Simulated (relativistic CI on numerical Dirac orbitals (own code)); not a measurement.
# Sensitivity of the levels of Cd to α and to the nuclear radius

These numbers are calculated, not measured: Dirac-Coulomb-Breit CI, separate exchange-only KLI orbitals for each configuration, valence Slater integrals scaled by 0.85, P86 correlation energy added to each configuration, derivatives by finite differences, QED left out (own radial code, finite nucleus).

CI space (outside the closed core [Kr] 4d10): 5s2, 5s 5p, 5s 6s, 5s 5d, 5p2, 5s 6p, 5s 4f, 5s 6d. Levels of other configurations are missing.

With x = (α/α₀)² − 1 an excitation energy changes as ω = ω₀ + qx; K = 2q/ω₀ is the relative enhancement. Terms are leading LS components, so labels can repeat. The field-shift factor is F = δν/δ⟨r²⟩ for the transition from the lowest level.

Lowest level 5s2 1S_0.

| Level | ω₀ (cm⁻¹) | q (cm⁻¹) | K | F (GHz/fm²) |
| --- | --- | --- | --- | --- |
| 5s 5p 3P°_0 | 25585.2 | 2714 | 0.212 | -3.79 |
| 5s 5p 3P°_1 | 26080.4 | 3269 | 0.251 | -3.8 |
| 5s 5p 3P°_2 | 27079.0 | 4393 | 0.324 | -3.83 |
| 5s 5p 1P°_1 | 42002.0 | 3549 | 0.169 | -2.94 |
| 5s 6s 3S_1 | 46511.6 | 3194 | 0.137 | -2.3 |
| 5s 6s 1S_0 | 48488.9 | 3122 | 0.129 | -2.23 |
| 5s 6p 3P°_0 | 53401.5 | 3482 | 0.13 | -2.77 |
| 5s 6p 3P°_1 | 53460.3 | 3546 | 0.133 | -2.76 |
| 5s 6p 3P°_2 | 53581.4 | 3680 | 0.137 | -2.76 |
| 5s 5d 1D_2 | 53679.5 | 4130 | 0.154 | -3.15 |
| 5s 5d 3D_1 | 54230.2 | 3854 | 0.142 | -2.85 |
| 5s 5d 3D_2 | 54236.4 | 3860 | 0.142 | -2.85 |
| 5s 5d 3D_3 | 54246.1 | 3869 | 0.143 | -2.85 |

Correlation outside the listed configurations is missing or only estimated: errors of thousands of cm⁻¹ between configurations and terms are usual at this charge. Rates and lifetimes follow the computed energies and can be off by large factors. The fine structure of a lone outer electron comes out too small, for d and f at times inverted, and misplaced configurations move strength between like terms.
